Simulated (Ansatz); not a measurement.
Reaction (redistribution): `N[BH][GeH]([OH])[F]` + `[SiH3][Al]([Cl])[Cl]` → `N[BH][Al]([Cl])[Cl]` + `[OH][GeH]([F])[SiH3]`

Program: Ansatz. Geometries: PBE0-D4/def2-TZVP. ΔE: electronic, gas phase. CCSD(T)/CBS adds triple-zeta CCSD(T) − MP2 to the extrapolated MP2 energy (def2 sets, frozen cores). DFT in def2-TZVPP. B3LYP here is the variant with VWN-RPA as its local correlation; programs differ in this. For Ge outer-core shells are correlated without core-valence functions, which leaves a few kJ/mol of doubt a bond. Scalar relativity is left out up to krypton. Each species was taken in one conformer, which may not be the lowest.

`N[BH][GeH]([OH])[F]`:

```xyz
10

N    -1.619    0.676    0.360
B    -0.329    1.031    0.028
Ge    0.840   -0.537   -0.643
O     2.200   -0.979    0.408
F    -0.298   -1.887   -0.565
H    -2.305    1.326    0.709
H    -1.957   -0.270    0.265
H     0.041    2.160    0.148
H     1.444   -0.598   -2.052
H     1.985   -0.921    1.341
```

`[SiH3][Al]([Cl])[Cl]`:

```xyz
7

Si    0.143   -0.644    0.925
Al   -0.160    0.718   -1.069
Cl   -0.449    2.784   -0.919
Cl   -0.149   -0.101   -2.992
H     0.336   -2.074    0.572
H     1.332   -0.166    1.683
H    -1.053   -0.517    1.801
```

`N[BH][Al]([Cl])[Cl]`:

Cartesian coordinates in Å:
```
N 1.401 0.393 -0.400
B 0.063 0.379 -0.757
Al -1.279 -0.489 0.631
Cl -3.357 -0.685 0.437
Cl -0.459 -1.252 2.421
H 1.751 0.018 0.467
H 2.124 0.782 -0.986
H -0.244 0.853 -1.813
```

`[OH][GeH]([F])[SiH3]`:

Z-matrix (Å, degrees):
```
Ge
F 1 1.749
Si 1 2.381 2 108.2
O 1 1.770 2 106.7 3 114.7
H 1 1.543 2 103.8 3 -128.8
H 3 1.484 1 108.8 2 179.6
H 3 1.483 1 108.8 2 59.2
H 3 1.484 1 108.6 2 -61.1
H 4 0.960 1 113.4 2 67.5
```

```json
{"level": "ωB97M-V", "ΔE (kJ/mol)": "15.5"}
{"level": "PBE", "ΔE (kJ/mol)": "18.5"}
{"level": "B3LYP", "ΔE (kJ/mol)": "15.8"}
{"level": "MP2/def2-TZVPP", "ΔE (kJ/mol)": "19.3"}
{"level": "CCSD(T)/def2-TZVPP", "ΔE (kJ/mol)": "19.4"}
{"level": "MP2/def2-QZVPP", "ΔE (kJ/mol)": "19.4"}
{"level": "HF/CBS(def2)", "ΔE (kJ/mol)": "13.3"}
{"level": "CCSD/CBS(def2)", "ΔE (kJ/mol)": "19.7"}
```

**Question.** What does CCSD(T)/CBS give? (Estimate.)

**Answer.** Ansatz gave: +20.1 kJ/mol. The listed levels differ from it by -4.6, -1.6, -4.3, -0.8, -0.7, -0.7, -6.8, -0.4 kJ/mol.

Largest T1 diagnostic among the species: 0.013.

In def2-TZVPP, CCSD(T) changes the Hartree–Fock value by +5.2 kJ/mol (the triples alone add +0.4 kJ/mol) and MP2 by +5.1 kJ/mol.
